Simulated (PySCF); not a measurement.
C2H9FSi2, SMILES C[SiH2][Si@H](C)F.

Geometry: PBE0-D3(BJ)/def2-SVP. The structure was generated by enumeration; whether it is a known compound was not checked. Other conformers were not sampled.

These are PySCF with TDDFT-PBE/def2-SVPD values and carry that method's errors.

Vertical excitations. Isolated molecule, no solvent.

Task: List the lowest excited states. (An estimate is asked for; the answer gives what the named calculation found.)

Result: 
| state | energy (eV) | λ (nm) | f | main pairs |
|---|---|---|---|---|
| S1 | 5.80 | 214 | 0.020 | HOMO→LUMO 97 % |
| S2 | 6.43 | 193 | 0.021 | HOMO→LUMO+1 84 % |
| S3 | 6.66 | 186 | 0.005 | HOMO−1→LUMO 96 % |
| S4 | 6.84 | 181 | 0.017 | HOMO→LUMO+2 80 % |
| S5 | 7.14 | 174 | 0.016 | HOMO−3→LUMO 70 %, HOMO−2→LUMO 23 % |
| S6 | 7.14 | 174 | 0.030 | HOMO−2→LUMO 62 %, HOMO−3→LUMO 27 % |
| S7 | 7.32 | 169 | 0.063 | HOMO→LUMO+5 53 %, HOMO→LUMO+3 28 %, HOMO−1→LUMO+1 13 % |
| S8 | 7.37 | 168 | 0.010 | HOMO→LUMO+4 79 % |
| S9 | 7.42 | 167 | 0.021 | HOMO−1→LUMO+1 39 %, HOMO→LUMO+5 30 %, HOMO→LUMO+3 11 %, HOMO→LUMO+4 10 % |
| S10 | 7.49 | 165 | 0.228 | HOMO−1→LUMO+1 36 %, HOMO→LUMO+3 35 %, HOMO−1→LUMO+2 7 % |
| T1 | 5.17 | 240 | 0 | HOMO→LUMO 99 % |
| T2 | 5.82 | 213 | 0 | HOMO→LUMO+1 94 % |
| T3 | 6.43 | 193 | 0 | HOMO−1→LUMO 99 % |
| T4 | 6.55 | 189 | 0 | HOMO→LUMO+2 95 % |
Triplets are in the Tamm–Dancoff approximation, which puts them higher than full response would, so one can lie above its singlet here.
